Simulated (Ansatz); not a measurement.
One change: `[AlH2][SiH2]BC[SiH3]` becomes `BBC[SiH3]`.

Ansatz, PBE0-D4/def2-TZVP geometries, multiplicity 1. Each molecule was computed in one conformer, which needn't be the lowest.

```tsv
property	`[AlH2][SiH2]BC[SiH3]`
HOMO–LUMO gap (PBE0/def2-TZVPP) / eV	4.74
HOMO–LUMO gap (B3LYP/def2-TZVPP) / eV	4.40
HOMO–LUMO gap (ωB97M-V/def2-TZVPP) / eV	8.39
size of the dipole moment (ωB97M-V/def2-TZVPP) / D	0.92
HOMO energy (B3LYP/def2-TZVPP) / eV	-6.96
size of the dipole moment (B3LYP/def2-TZVPP) / D	0.90
```

(1) Give the same properties after the change, and the shifts. (Best estimate.)

Results:

(1) Ansatz gave: 
```csv
property,`BBC[SiH3]`,shift
HOMO–LUMO gap (PBE0/def2-TZVPP) / eV,6.46,1.72
HOMO–LUMO gap (B3LYP/def2-TZVPP) / eV,6.06,1.66
HOMO–LUMO gap (ωB97M-V/def2-TZVPP) / eV,10.63,2.24
size of the dipole moment (ωB97M-V/def2-TZVPP) / D,0.90,-0.02
HOMO energy (B3LYP/def2-TZVPP) / eV,-7.91,-0.95
size of the dipole moment (B3LYP/def2-TZVPP) / D,0.90,0.00
```

With PBE0 the HOMO falls by 0.93 eV and the LUMO rises by 0.78 eV, so the gap widens by about 1.71 eV. PBE moves the HOMO by -0.60 eV and ωB97M-V by -1.27 eV. Dipoles are sizes alone; their direction can turn.

B3LYP here is the variant with VWN-RPA as its local correlation; programs differ in this.
